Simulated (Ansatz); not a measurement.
Consider the ligand exchange at the Sb–N bond: `[NH2][SbH][SiH3]` + HCl → `[SiH3][SbH][Cl]` + NH₃.

Computed with Ansatz on PBE0-D4/def2-TZVP structures; ΔE is electronic, products minus reactants. CCSD(T)/CBS is the MP2 limit (def2-TZVPP, def2-QZVPP) plus CCSD(T) − MP2 in def2-TZVPP, frozen cores. This one scheme is used for every species. Functionals use def2-TZVPP. def2 core potentials past Kr. For Sb outer-core shells are correlated without core-valence functions, which leaves a few kJ/mol of doubt a bond. One conformer a species, not always the lowest.

CCSD(T)/CBS gives -0.94 eV.

Another level gave -0.94 eV. Which?
A. HF/def2-TZVPP
B. RPA@PBE/def2-TZVPP
C. SCS-MP2/def2-TZVPP
D. CAM-B3LYP-D4/def2-TZVPP

D. CAM-B3LYP-D4 -0.94, SCS-MP2/def2-TZVPP -0.87, RPA@PBE/def2-TZVPP -0.80, HF/def2-TZVPP -1.04 eV.

Largest T1 diagnostic among the species: 0.014.

In def2-TZVPP, CCSD(T) changes the Hartree–Fock value by +0.20 eV (the triples alone add +0.02 eV) and MP2 by +0.17 eV. From BLYP to BHLYP (50 % exact exchange), in def2-TZVPP and without D4, ΔE moves by −0.05 eV.
